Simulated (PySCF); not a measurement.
Compound: C₃H₉N₃Si₂.
Z-matrix (Å and degrees, GFN2-xTB geometry), rows numbered from 1:
```
C 
N   1  1.2454
Si  2  1.7187  1  133.65
C   3  1.8742  2  101.57  1  -120.30
N   4  1.1450  3  176.42  2  -161.82
N   3  1.7278  2  107.88  1   124.42
C   6  1.4503  3  114.82  2   160.23
Si  6  1.7408  3  126.65  2    -5.29
H   1  1.0872  2  119.11  3   178.47
H   1  1.0935  2  124.93  3    -1.64
H   3  1.4696  2  121.08  1    -1.94
H   7  1.0889  6  110.06  3   158.16
H   7  1.0934  6  111.39  3   -81.66
H   7  1.0898  6  110.63  3    38.31
H   8  1.4590  6  106.32  3   -29.86
H   8  1.4668  6  105.35  3  -148.10
H   8  1.4666  6  111.79  3    92.44
```

Computed at PBE0/pcSseg-1 (PySCF, non-relativistic), with Q(14N) = 0.02044 b: N2, 14N (I = 1): χzz = -4.820 MHz, η = 0.726; N5, 14N (I = 1): χzz = -5.585 MHz, η = 0.040; N6, 14N (I = 1): χzz = -4.159 MHz, η = 0.504.

Problem. Find the zero-field quadrupole resonance frequencies of 14N at N2.

Solution. From ν± = (3/4)|χ|(1 ± η/3) and ν0 = |χ|η/2: ν+ 4.489 MHz, ν− 2.740 MHz, ν0 1.749 MHz (C=N nitrogen).

Problem. Where would the pure quadrupole (NQR) lines of 14N at N5 fall for the rigid, isolated species?

Solution. From ν± = (3/4)|χ|(1 ± η/3) and ν0 = |χ|η/2: ν+ 4.245 MHz, ν− 4.133 MHz, ν0 0.112 MHz (cyano nitrogen).

Problem. Find the zero-field quadrupole resonance frequencies of 14N at N6.

Solution. From ν± = (3/4)|χ|(1 ± η/3) and ν0 = |χ|η/2: ν+ 3.643 MHz, ν− 2.595 MHz, ν0 1.048 MHz (nitrogen bridging silicon atoms).

In a crystal, neighbours and librations shift these lines. GFN2-xTB bond lengths can be off by several hundredths of an ångström, more for odd bonds, and the gradients follow them. A larger basis could move these couplings by a tenth or more.

One conformer stands for the species.
